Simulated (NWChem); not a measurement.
System: sulfur trioxide (SO3); SMILES O=S(=O)=O

Here is an NWChem input.

```
start job
memory heap 200 mb stack 900 mb global 1100 mb
geometry units angstroms noautosym nocenter noautoz
  O     -1.019236    -1.019236     0.000000
  S      0.000000     0.000000     0.000000
  O     -0.373066     1.392302     0.000000
  O      1.392302    -0.373066     0.000000
end
basis spherical
  * library pcsseg-1
end
dft
  xc xpbe96 cpbe96
  iterations 150
end
property
  shielding 2 1 2
end
task dft property
```

The geometry was optimised at PBE0/def2-SVP.

GIAO values for the isolated, static molecule; σ is the absolute isotropic shielding, δ = σ(reference) − σ with the isolated reference molecule computed at the same levels (17O: water).

Atoms are numbered as in the input.

Question: What results follow from this input? (PBE/pcSseg-1, GIAO.) Quantities: δ O1 (ppm); σ S2 (ppm).

Answer: 
```
Property    Value
----------  -----
δ O1 (ppm)  376.0
σ S2 (ppm)   79.3
```
